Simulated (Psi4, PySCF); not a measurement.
H4Cl2GeOSi, singlet, at a GFN2-xTB geometry, atoms displaced at random by about 0.08 Å a coordinate. Base run: TPSS/STO-3G, gradient run with PySCF.

PySCF was given this input:
```python
from pyscf import gto, scf, dft

mol = gto.Mole()
mol.atom = '''
    O     1.32699929   -0.22442071    1.61903319
    Si    0.54885970   -0.03827063    0.16213974
    Cl    1.30311751   -1.59784792   -0.92867318
    Cl    1.24872486    1.91782372   -0.45589826
    Ge   -1.63874842    0.06341271    0.21201948
    H     1.13540550    0.40416816    2.26271874
    H    -2.34374302    1.02300246    1.21869783
    H    -2.50834440    0.29760709   -1.15736017
    H    -2.20940467   -1.39048209    0.73573552
'''
mol.basis = 'sto-3g'
mol.verbose = 4
mol.build()

mf = dft.RKS(mol)
mf.xc = 'tpss'
mf.kernel()
g = mf.nuc_grad_method()
grad = g.kernel()
```

Programs used: Psi4, PySCF; a row that names a program was run with it.

The coordinate followed is x of atom 3.

The base run was repeated with changes; each row names its change, and settings that it needs were set with it.

| change | dE/dx (Eh/bohr) | net force (Eh/bohr) |
|---|---|---|
| base | -0.010373 | 0.000121 |
| finite difference step (bohr) = 1e-5; conv_tol = 1e-11 | -0.010436 | - |
| finite difference step (bohr) = 0.2; conv_tol = 1e-11 | -0.010299 | - |
| density fitting = on; auxbasis_response = off | -0.010213 | 0.004337 |
| grids.level = 1; grid_response = off | -0.010429 | 0.001597 |
| grids.level = 0; grid_response = on | -0.010731 | 0.000000 |
| conv_tol = 1e-11 | -0.010373 | 0.000121 |
| grids.level = 0; grid_response = off | -0.009437 | 0.030147 |
| code = psi4 | -0.010421 | 0.000917 |
| finite difference step (bohr) = 1e-4; conv_tol = 1e-11 | -0.010436 | - |
| grids.level = 5; grid_response = off | -0.010408 | 0.000014 |
| grids.level = 1; grid_response = on | -0.010484 | 0.000000 |

The net force is zero for an exact gradient.
